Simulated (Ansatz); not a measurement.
Reaction (hydrogenolysis of the Si–Cl bond): `C[Si](F)(Cl)N=C=O` + H₂ → `C[SiH](F)N=C=O` + HCl

Gas-phase electronic energies from Ansatz, PBE0-D4/def2-TZVP geometries. CBS: MP2 limit from def2 TZ/QZ plus the TZ coupled-cluster correction, frozen cores. This one scheme is used for every species. Functionals use def2-TZVPP. B3LYP here is the variant with VWN-RPA as its local correlation; programs differ in this. Each species was taken in one conformer, which may not be the lowest.

`C[Si](F)(Cl)N=C=O`:

```xyz
10

C     1.565    0.367    0.282
Si   -0.023   -0.547    0.345
F     0.214   -2.081    0.016
Cl   -0.866   -0.458    2.199
N    -1.122    0.050   -0.798
C    -2.210    0.346   -1.203
O    -3.240    0.654   -1.639
H     2.274   -0.046    1.001
H     1.999    0.294   -0.719
H     1.407    1.421    0.516
```

H₂:

Z-matrix (Å, degrees):
```
H
H 1 0.746
```

`C[SiH](F)N=C=O`:

```xyz
10

C     0.292    1.276   -0.950
Si    0.528   -0.407   -0.243
F     0.265   -1.503   -1.373
N    -0.600   -0.669    1.008
C    -1.233   -1.220    1.859
O    -1.869   -1.717    2.695
H    -0.723    1.394   -1.336
H     0.995    1.453   -1.768
H     0.458    2.038   -0.184
H     1.886   -0.645    0.291
```

HCl:

Z-matrix (Å, degrees):
```
Cl
H 1 1.279
```

Question: Is it downhill or uphill in electronic energy at CCSD(T)/CBS, and by how much? (An estimate is asked.)

Answer: Computed: Uphill: ΔE = +88.5 kJ/mol.

Question: What do these levels give: r2SCAN-D4, r2SCANh-D4, PBE, BLYP, B3LYP, CCSD/def2-TZVPP? (Best estimate.)

Answer: The calculation gave: r2SCAN-D4 95.5, r2SCANh-D4 94.5, PBE 83.3, BLYP 76.4, B3LYP 77.4, CCSD/def2-TZVPP 79.8 kJ/mol.

Largest T1 diagnostic among the species: 0.014.

Leaving LDA and LC-ωPBE aside and taking each functional with its dispersion term where it has one, the values, not all of them listed here, spread over 12.0 kJ/mol, from B2PLYP to revPBE-D4. LDA lies +3.6 kJ/mol from PBE without D4. At CCSD(T), def2-SVP lies −16.0 kJ/mol from the extrapolated value and def2-TZVPP −4.4 kJ/mol.
